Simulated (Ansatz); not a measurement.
`C#CO[SiH3]` + `C#CS` → `C#CS[SiH3]` + `C#CO` at 298.15 K and 1 bar (ligand exchange at the Si–O bond).

Program: Ansatz. Geometries: PBE0-D4/def2-TZVP. ΔE: electronic, gas phase. CCSD(T)/CBS adds triple-zeta CCSD(T) − MP2 to the extrapolated MP2 energy (def2 sets, frozen cores). This one scheme is used for every species. One conformer a species, not always the lowest.

```csv
species,CCSD(T)/CBS energy (Eh),H − E (kJ/mol),S (J/(mol·K))
`C#CO[SiH3]`,-442.69805,143.6,306.7
`C#CS`,-475.00020,84.9,263.0
`C#CS[SiH3]`,-765.30294,137.3,320.5
`C#CO`,-152.38380,96.3,247.0
```

H − E and S are ideal-gas, rigid-rotor, harmonic terms from PBE0-D4/def2-TZVP, for one conformer and one mirror image of each species. 1 Eh = 2625.50 kJ/mol, R = 8.31446 J/(mol·K).

By hand: ΔE, ΔH, ΔS and ΔG.

ΔE = (-765.30294) + (-152.38380) − (-442.69805) − (-475.00020) = 0.01151 Eh = 30.2 kJ/mol. Δ(H − E) = 137.3 + 96.3 − 143.6 − 84.9 = 5.1, so ΔH = 35.3 kJ/mol. ΔS = 320.5 + 247.0 − 306.7 − 263.0 = -2.2 J/(mol·K). ΔG = 35.3 − 298.15 × (-2.2)/1000 = 36.0 kJ/mol.

By hand: the equilibrium constant, and the temperature at which ΔG would vanish if ΔH and ΔS stayed fixed.

log₁₀ K = −ΔG/(RT ln 10) = -6.3. ΔH and −TΔS have one sign here, so there is no such temperature. One of them is within its doubt of zero, so this could turn.

The number of gas molecules stays the same, so ΔS is small and ΔH decides. A doubt of 5 kJ/mol in ΔE shifts log₁₀ K by 0.9 here. Other conformers and mirror images would add mixing entropy, several J/(mol·K) or more a flexible species. These are equilibria of isolated gas molecules and say nothing of rates. Largest T1 diagnostic: 0.013 (customary marks: 0.02 for closed shells, 0.045 for open ones).
